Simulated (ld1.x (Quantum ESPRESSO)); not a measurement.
**Configuration tests for nickel (ultrasoft)**

Ni (Z = 28), ultrasoft, made with ld1.x (Quantum ESPRESSO) 7.5 (BP86, scalar-relativistic). Core [Ar], reference 3d8 4s1.75 4p0.25. Waves: 4s (bound): rcut 1.55, rcutus 2.10 bohr; 4s channel at 1.7 Ry: rcut 1.55, rcutus 2.10 bohr; 4p (bound): rcut 2.40, rcutus 3.05 bohr; 4p channel at 0.4 Ry: rcut 2.40, rcutus 3.05 bohr; 3d (bound): rcut 0.75, rcutus 1.00 bohr; 3d channel at 0.95 Ry: rcut 0.75, rcutus 1.00 bohr. Local part: all-electron potential smoothed inside 1.50 bohr (lloc = -2). Core correction: none. Augmentation charge: PSQ, radius 0.85 bohr.

Energies are relative to the spin-unpolarised reference configuration 3d8 4s1.75 4p0.25; without spin polarisation the order of configurations can differ from experiment. Not all tests gave a result: test run stopped at test 4 of 7 (negative rho). The frozen-core shift is the all-electron ΔE with the core orbitals held at their reference shape minus the fully relaxed ΔE.

```json
{"valence configuration": "3d8 4s2 4p0", "charge": "0", "ΔE all-electron (eV)": "-1.134", "error AE − PS (meV)": "+0.2", "frozen-core shift (meV)": "-0.1"}
{"valence configuration": "3d8 4s1 4p0", "charge": "+1", "ΔE all-electron (eV)": "8.385", "error AE − PS (meV)": "+0.7", "frozen-core shift (meV)": "+1.8"}
{"valence configuration": "3d8 4s0 4p0", "charge": "+2", "ΔE all-electron (eV)": "25.829", "error AE − PS (meV)": "+13", "frozen-core shift (meV)": "+9.6"}
```

A variational frozen-core shift is positive and of second order in the change. This column holds negative values, so the frozen-core run of ld1.x carries numerical noise or an error of first order here, and the column gives no more than the rough size of the effect.
